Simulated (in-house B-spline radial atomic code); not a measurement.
Values are calculated unless marked as measured or tabulated.
**neutral chromium at several levels of theory**

Ground configuration [Ar] 3d5 4s1. All numbers come from an all-electron radial atomic-structure program (B-spline basis), all electrons, at the radial basis limit. Mean-field, RPA, GW and linear-response runs are scalar-relativistic (one-electron X2C), no spin-orbit coupling, without Breit or QED terms, open shells spin-polarised at highest spin.

RPA overbinds a lone outer s electron by self-correlation, and G0W0 tends to as well.

**Ionisation energy.** The reference is 6.767 eV (NIST, measured).

```csv
method,value (eV),minus reference (eV)
"LDA VWN5, difference of total energies",7.60,+0.83
"PBE, difference of total energies",7.39,+0.63
exact exchange + RPA on PBE,7.39,+0.62
exact exchange + RPA + SOSEX on PBE,6.52,-0.25
"r2SCAN, difference of total energies",7.35,+0.59
minus the highest PBE0 level,4.96,-1.81
"PBE0, difference of total energies",7.05,+0.29
G0W0 on PBE0,7.32,+0.55
minus the highest B3LYP (VWN-RPA) level,4.82,-1.94
"B3LYP (VWN-RPA), difference of total energies",7.14,+0.37
minus the highest CAM-B3LYP level,5.86,-0.91
minus the highest LC-wPBE level,6.83,+0.07
minus the highest Hartree-Fock level,6.16,-0.61
"Hartree-Fock, difference of total energies",6.00,-0.76
G0W0 on Hartree-Fock,6.94,+0.17
"MP2, difference of total energies",6.77,0.00
```

(1) Which methods come closest, and which lies farthest off?

## Answers

(1) Closest: MP2, difference of total energies (0.00 eV) and minus the highest LC-wPBE level (+0.07 eV). Farthest: minus the highest B3LYP (VWN-RPA) level (-1.94 eV).
